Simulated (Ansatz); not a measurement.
**SbClF (SMILES [F][Sb][Cl]): where methods fail along a bond**

The species is SbClF (3 atoms), meant as a doublet with charge 0. SMILES: `[F][Sb][Cl]`. The coordinates come from a PBE0-D4/def2-TZVP relaxation.

```xyz
3

F    -0.8787    1.2318   -0.3476
Sb   -0.6009   -0.6583   -0.3672
Cl    1.4687   -0.6382    0.7015
```

The F1–Sb2 distance is scanned; the parts on either side stay rigid. Basis STO-3G, 24 core orbitals frozen in the correlated methods; program Ansatz 0.2.0. FCI is exact within this basis and core. Energies in eV from each method's value at 1.911 Å; open shells run as named; a dash marks a point that is missing or didn't converge. The shape above is that at 1.911 Å.

| distance (Å) | UHF | UPBE | UHSE06 | RPA@PBE | FCI |
| --- | --- | --- | --- | --- | --- |
| 1.911 | 0.00 | 0.00 | 0.00 | 0.00 | 0.00 |
| 2.388 | 0.73 | 1.25 | 1.50 | 1.01 | 0.95 |
| 2.866 | 0.89 | 3.22 | 2.96 | 2.41 | 1.89 |
| 3.821 | 0.94 | 4.16 | 3.41 | 1.90 | 2.14 |
| 4.776 | 0.94 | – | – | – | 2.14 |

Departure from the FCI curve at its largest: UHF -1.20 eV at 4.78 Å; UPBE +2.02 eV at 3.82 Å; UHSE06 +1.27 eV at 3.82 Å; RPA@PBE +0.52 eV at 2.87 Å. The curve of RPA@PBE turns over, which the reference doesn't. For the functionals part of the departure is owed to the small basis.
